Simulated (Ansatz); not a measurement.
Reaction (ligand exchange at the Si–Te bond): `S[SiH2][TeH]` + CH₃OH → `CO[SiH2]S` + H₂Te

Isolated molecules relaxed with PBE0-D4/def2-TZVP in Ansatz; ΔE leaves out vibrations. CCSD(T)/CBS is the MP2 limit (def2-TZVPP, def2-QZVPP) plus CCSD(T) − MP2 in def2-TZVPP, frozen cores. This one scheme is used for every species. DFT in def2-TZVPP. Elements past krypton have def2 core potentials. For Te outer-core shells are correlated without core-valence functions, which leaves a few kJ/mol of doubt a bond. One conformer a species, not always the lowest.

`S[SiH2][TeH]`:

```xyz
7

S    -1.721    0.303   -1.258
Si   -0.262   -0.511    0.067
Te    1.952    0.548   -0.389
H    -1.519    1.574   -0.871
H    -0.586   -0.293    1.498
H    -0.282   -1.962   -0.237
H     2.418    0.340    1.189
```

CH₃OH:

Z-matrix (Å, degrees):
```
C
O 1 1.409
H 1 1.097 2 112.4
H 1 1.090 2 107.0 3 -118.5
H 1 1.097 2 112.4 3 123.0
H 2 0.959 1 108.5 3 -61.6
```

`CO[SiH2]S`:

```xyz
10

C    -0.784   -1.084    1.012
O    -0.572    0.185    0.433
Si    0.778    0.550   -0.421
S     0.548    2.438   -1.356
H    -1.815   -1.126    1.369
H    -0.634   -1.891    0.285
H    -0.115   -1.251    1.863
H     1.014   -0.527   -1.420
H     1.967    0.697    0.457
H    -0.387    2.009   -2.222
```

H₂Te:

Z-matrix (Å, degrees):
```
Te
H 1 1.656
H 1 1.656 2 90.4
```

```tsv
level	ΔE (eV)
ωB97X-V	-0.40
CCSD(T)/def2-TZVPP	-0.41
```

What does CCSD(T)/CBS give? (Estimate.)

The calculation gave: -0.32 eV. The listed levels differ from it by -0.08, -0.09 eV.

Largest T1 diagnostic among the species: 0.011.

At CCSD(T), def2-SVP lies −0.06 eV from the extrapolated value and def2-TZVPP −0.09 eV. From BLYP to BHLYP (50 % exact exchange), in def2-TZVPP and without D4, ΔE moves by −0.07 eV. Leaving LDA and LC-ωPBE aside and taking each functional with its dispersion term where it has one, the values, not all of them listed here, spread over 0.27 eV, from CAM-B3LYP-D4 to PBE-D4. LDA lies −0.08 eV from PBE without D4.
